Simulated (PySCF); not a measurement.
## Spin-rotation constants: `O=C(O)CC[C@H](Cl)Br`, C₄H₆BrClO₂

Geometry:
```json
{"atom": "O1", "x (Å)": "1.217", "y (Å)": "0.553", "z (Å)": "1.423"}
{"atom": "C2", "x (Å)": "1.480", "y (Å)": "0.288", "z (Å)": "0.281"}
{"atom": "O3", "x (Å)": "2.728", "y (Å)": "0.076", "z (Å)": "-0.145"}
{"atom": "C4", "x (Å)": "0.484", "y (Å)": "0.145", "z (Å)": "-0.845"}
{"atom": "C5", "x (Å)": "-0.951", "y (Å)": "0.437", "z (Å)": "-0.410"}
{"atom": "C6", "x (Å)": "-1.464", "y (Å)": "-0.579", "z (Å)": "0.594"}
{"atom": "Cl7", "x (Å)": "-1.478", "y (Å)": "-2.224", "z (Å)": "-0.093"}
{"atom": "Br8", "x (Å)": "-3.273", "y (Å)": "-0.088", "z (Å)": "1.149"}
{"atom": "H9", "x (Å)": "3.362", "y (Å)": "0.165", "z (Å)": "0.585"}
{"atom": "H10", "x (Å)": "0.782", "y (Å)": "0.830", "z (Å)": "-1.641"}
{"atom": "H11", "x (Å)": "0.570", "y (Å)": "-0.869", "z (Å)": "-1.241"}
{"atom": "H12", "x (Å)": "-0.995", "y (Å)": "1.422", "z (Å)": "0.061"}
{"atom": "H13", "x (Å)": "-1.600", "y (Å)": "0.442", "z (Å)": "-1.288"}
{"atom": "H14", "x (Å)": "-0.862", "y (Å)": "-0.599", "z (Å)": "1.502"}
```

Method used: GIAO B3LYP/pcSseg-1 magnetisability, rotational g tensor and spin-rotation constants, non-relativistic, gas phase in PySCF. Geometry: GFN2-xTB.

The calculation is non-relativistic, which matters for the atoms heavier than Zn.

(1) Give the nuclear spin-rotation constants along the inertial axes (H = +C I·J) beside the isotropic shieldings.

(2) How do the rotational constants and the g tensor change when H9, H10, H11, H12, H13, H14 are replaced by deuterium?

Answers

(1) Rotational constants 2.1003, 0.5481, 0.4800 GHz. A star marks the isotopologue with that one atom substituted, in its own axes.
| atom | isotope | Caa (kHz) | Cbb (kHz) | Ccc (kHz) | mean (kHz) | σ (ppm) |
| --- | --- | --- | --- | --- | --- | --- |
| Cl7 | 35Cl | 0.681 | 0.054 | 0.190 | 0.308 | 686.7 |
| Br8 | 79Br | 1.503 | 1.182 | 1.574 | 1.419 | 1781.4 |
| H9 | 1H | -0.109 | -0.053 | -0.009 | -0.057 | 25.6 |
| H10 | 1H | -0.190 | -0.060 | 0.005 | -0.082 | 29.4 |
| H11 | 1H | -0.232 | 0.023 | -0.053 | -0.088 | 28.8 |
| H12 | 1H | -0.220 | 0.021 | -0.054 | -0.085 | 29.1 |
| H13 | 1H | -0.191 | -0.055 | 0.001 | -0.082 | 29.6 |
| H14 | 1H | -0.141 | -0.046 | 0.019 | -0.056 | 25.0 |
| O1 | 17O* | -1.177 | -0.157 | -0.181 | -0.505 | -101.6 |
| C2 | 13C* | 1.129 | 0.160 | 0.165 | 0.484 | 2.8 |
| O3 | 17O* | -0.284 | -0.132 | -0.141 | -0.186 | 121.7 |
| C4 | 13C* | 0.328 | 0.101 | 0.084 | 0.171 | 148.9 |
| C5 | 13C* | 0.393 | 0.108 | 0.091 | 0.198 | 136.0 |
| C6 | 13C* | 0.497 | 0.123 | 0.149 | 0.256 | 91.9 |

For the geometry as given, no vibrational averaging.

(2) Constants 1.9735, 0.5237, 0.4646 GHz; g -0.0188, -0.0026, -0.0055, against -0.0200, -0.0027, -0.0056 before.
